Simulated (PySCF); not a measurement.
C4H7O2 (SMILES [CH2]COC(C)=O), doublet, geometry from GFN2-xTB; HF/3-21G (PySCF).

Here is a job for PySCF.
```python
from pyscf import gto, scf

mol = gto.Mole()
mol.atom = '''
    C     2.038085   -0.023744    0.449771
    C     1.369042    0.212424   -0.832099
    O    -0.001766   -0.274019   -0.869010
    C    -0.761791    0.019575    0.182374
    C    -2.169470   -0.486438   -0.008468
    O    -0.369420    0.615702    1.151313
    H     2.451681    0.785412    1.013863
    H     2.013971   -1.004136    0.884659
    H     1.831356   -0.348166   -1.656513
    H     1.353807    1.277712   -1.082525
    H    -2.177852   -1.319866   -0.703582
    H    -2.774316    0.321527   -0.416013
    H    -2.584359   -0.776855    0.952229
'''
mol.basis = '3-21g'
mol.charge = 0
mol.spin = 1
mol.verbose = 4
mol.build()

mf = scf.UHF(mol)
mf.kernel()
```

Output, abridged:

```
PySCF version 2.14.0

[INPUT] verbose = 4
[INPUT] num. atoms = 13
[INPUT] num. electrons = 47
[INPUT] charge = 0
[INPUT] spin (= nelec alpha-beta = 2S) = 1
[INPUT] symmetry False subgroup None
[INPUT] Mole.unit = angstrom
[INPUT] Symbol           X                Y                Z      unit          X                Y                Z       unit  Magmom
[INPUT]  1 C      2.038085000000  -0.023744000000   0.449771000000 AA    3.851422468584  -0.044869657102   0.849944008772 Bohr   0.0
[INPUT]  2 C      1.369042000000   0.212424000000  -0.832099000000 AA    2.587114433027   0.401423182285  -1.572439218524 Bohr   0.0
[INPUT]  3 O     -0.001766000000  -0.274019000000  -0.869010000000 AA   -0.003337256336  -0.517820862927  -1.642190899508 Bohr   0.0
[INPUT]  4 C     -0.761791000000   0.019575000000   0.182374000000 AA   -1.439576354159   0.036991388888   0.344636912241 Bohr   0.0
[INPUT]  5 C     -2.169470000000  -0.486438000000  -0.008468000000 AA   -4.099704135460  -0.919234596581  -0.016002200823 Bohr   0.0
[INPUT]  6 O     -0.369420000000   0.615702000000   1.151313000000 AA   -0.698102624937   1.163508154347   2.175666253651 Bohr   0.0
[INPUT]  7 H      2.451681000000   0.785412000000   1.013863000000 AA    4.633005634800   1.484213574947   1.915923397830 Bohr   0.0
[INPUT]  8 H      2.013971000000  -1.004136000000   0.884659000000 AA    3.805853612816  -1.897542031816   1.671763223632 Bohr   0.0
[INPUT]  9 H      1.831356000000  -0.348166000000  -1.656513000000 AA    3.460761276579  -0.657938385885  -3.130355891782 Bohr   0.0
[INPUT] 10 H      1.353807000000   1.277712000000  -1.082525000000 AA    2.558324455519   2.414525746070  -2.045675772995 Bohr   0.0
[INPUT] 11 H     -2.177852000000  -1.319866000000  -0.703582000000 AA   -4.115543819836  -2.494185261125  -1.329577286174 Bohr   0.0
[INPUT] 12 H     -2.774316000000   0.321527000000  -0.416013000000 AA   -5.242697422999   0.607597971653  -0.786150634259 Bohr   0.0
[INPUT] 13 H     -2.584359000000  -0.776855000000   0.952229000000 AA   -4.883730717555  -1.468043188499   1.799452017868 Bohr   0.0

nuclear repulsion = 241.192011939694
number of shells = 44
number of NR pGTOs = 111
number of NR cGTOs = 68
basis = 3-21g
ecp = {}

******** <class 'pyscf.scf.uhf.UHF'> ********
method = UHF
initial guess = minao
damping factor = 0
level_shift factor = 0
DIIS = <class 'pyscf.scf.diis.CDIIS'>
diis_start_cycle = 1
diis_space = 8
diis_damp = 0
SCF conv_tol = 1e-09
SCF conv_tol_grad = None
SCF max_cycles = 50
direct_scf = True
direct_scf_tol = 1e-13
number electrons alpha = 24  beta = 23
Set gradient conv threshold to 3.16228e-05
init E= -304.558028964044

cycle= 1 E= -303.359837097444  delta_E=  1.2  |g|= 0.572  |ddm|= 2.43
cycle= 2 E= -303.469792976877  delta_E= -0.11  |g|=  0.4  |ddm|= 0.787
cycle= 3 E= -303.526845232383  delta_E= -0.0571  |g|= 0.0598  |ddm|= 0.356
cycle= 4 E= -303.529804039834  delta_E= -0.00296  |g|= 0.0322  |ddm|= 0.0893
cycle= 5 E= -303.530542346212  delta_E= -0.000738  |g|= 0.0113  |ddm|= 0.0447
cycle= 6 E= -303.530754762436  delta_E= -0.000212  |g|= 0.00521  |ddm|= 0.0288
cycle= 7 E= -303.530800857508  delta_E= -4.61e-05  |g|= 0.00164  |ddm|= 0.0162
cycle= 8 E= -303.53080566183  delta_E= -4.8e-06  |g|= 0.000543  |ddm|= 0.00524
cycle= 9 E= -303.530806150496  delta_E= -4.89e-07  |g|= 0.00026  |ddm|= 0.00143
cycle= 10 E= -303.53080626114  delta_E= -1.11e-07  |g|= 0.00013  |ddm|= 0.000663
cycle= 11 E= -303.530806294091  delta_E= -3.3e-08  |g|= 4.46e-05  |ddm|= 0.000447
cycle= 12 E= -303.530806297656  delta_E= -3.56e-09  |g|= 2.97e-05  |ddm|= 0.000107
cycle= 13 E= -303.530806299158  delta_E= -1.5e-09  |g|= 1.73e-05  |ddm|= 7.32e-05
cycle= 14 E= -303.530806300134  delta_E= -9.76e-10  |g|= 1.15e-05  |ddm|= 5.37e-05
Extra cycle  E= -303.530806300427  delta_E= -2.93e-10  |g|= 1.02e-05  |ddm|= 1.8e-05
converged SCF energy = -303.530806300427  <S^2> = 0.76307718  2S+1 = 2.0130347
```
